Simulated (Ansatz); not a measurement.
Molecule: C$_{5}$H$_{12}$O (charge 0, singlet). 
Structure (B3LYP-D3(BJ)/def2-TZVP (Ansatz, a program for electronic structure) minimum search):
```xyz
18

C     -2.0355     0.9496     0.7104
C     -0.9011    -0.0693     0.5970
C     -1.4080    -1.3676    -0.0351
C      0.2782     0.5358    -0.1727
C      1.5162    -0.3390    -0.2177
O      2.5600     0.4114    -0.8379
H     -2.4179     1.2131    -0.2796
H     -1.6967     1.8691     1.1917
H     -2.8682     0.5502     1.2930
H     -0.5554    -0.3002     1.6121
H     -2.2722    -1.7535     0.5096
H     -1.7168    -1.1960    -1.0702
H     -0.6467    -2.1488    -0.0395
H     -0.0304     0.7642    -1.1980
H      0.5608     1.4865     0.2877
H      1.8025    -0.6282     0.8026
H      1.3215    -1.2571    -0.7829
H      3.3400    -0.1469    -0.9143
```
Charge 0, spin multiplicity 1.

Dipole moments at this geometry, in debye (magnitudes).

```csv
level,program,dipole (D)
SVWN5/def2-TZVPD,Ansatz,1.53
BLYP/def2-TZVPD,Ansatz,?
revPBE/def2-TZVPD,Ansatz,1.47
B97M-V/def2-TZVPD,Ansatz,1.49
BHLYP/def2-TZVPD,Ansatz,1.63
r2SCANh/def2-TZVPD,Ansatz,1.53
CAM-B3LYP/def2-TZVPD,Ansatz,1.61
LC-wPBE/def2-TZVPD,Ansatz,1.62
CCSD(T)/aug-cc-pVDZ,Ansatz,?
```

Q: What belongs in the gaps?

A: 
- BLYP/def2-TZVPD, dipole (D): 1.51
- CCSD(T)/aug-cc-pVDZ, dipole (D): 1.57
